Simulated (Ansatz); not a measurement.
`FCN[SiH2]F` + `C1=CC1` → `FCC1=CC1` + `N[SiH2]F`  (formal exchange of groups at a C–N bond)

Calculated with Ansatz (gas phase, PBE0-D4/def2-TZVP geometries, no zero-point term in ΔE). CCSD(T)/CBS is the MP2 limit (def2-TZVPP, def2-QZVPP) plus CCSD(T) − MP2 in def2-TZVPP, frozen cores. This one scheme is used for every species. Each species was taken in one conformer, which may not be the lowest.

```json
{"level": "CCSD(T)/def2-TZVPP", "ΔE (kJ/mol)": "-20.3"}
{"level": "SCS-MP2/def2-QZVPP", "ΔE (kJ/mol)": "-22.8"}
```

Q: What does CCSD(T)/CBS give? (Best estimate.)

A: Ansatz gave: -21.8 kJ/mol. The listed levels differ from it by 1.5, -1.0 kJ/mol.

Largest T1 diagnostic among the species: 0.011.
